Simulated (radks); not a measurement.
Excited configurations of N I: one electron is placed in a higher orbital outside [He] 2s2 2p2. The ground configuration is [He] 2s2 2p3. Method: Dirac Kohn-Sham, PBE, spin-unpolarised, spherical densities, finite nucleus; open shells fill j = l - 1/2 first; Fermi nuclear charge, rms radius 2.5582 fm; computed with a radial shooting solver on a logarithmic mesh with Libxc functionals. Excitation = E - E(ground); binding = E(ion) - E, where the ion is the core of charge +1; n* = 1/sqrt(2 binding) in atomic units, and the quantum defect is n - n*.

outer orbital  excitation (eV)  binding (eV)     n*  quantum defect  eigenvalue (eV)  <r> (bohr)
3s1/2                    9.541         4.037  1.836           1.164           -2.221       5.255
3d3/2                   11.995         1.583  2.931           0.069           -0.713       10.07
4f5/2                   12.672         0.907  3.874           0.126           -0.437       17.54
5d3/2                   12.908         0.670  4.506           0.494           -0.413       30.43
5f5/2                   12.956         0.622  4.676           0.324           -0.366       29.81
6s1/2                   12.889         0.689  4.444           1.556           -0.454       32.37
6d3/2                   13.101         0.478  5.336           0.664           -0.311       44.66

The Delta-SCF ionisation energy is 13.578 eV (NIST Atomic Spectra Database: 14.534 eV, measured). Self-interaction in the functional shifts the binding energies and quantum defects, so they are the method's values and not measured ones. Spin polarisation and multiplet splitting are left out, so open shells lie too high by an amount that depends on their filling.

Beside tabulated values, note that spin-unpolarised runs miss the spin-polarisation part of the exchange energy of open shells.
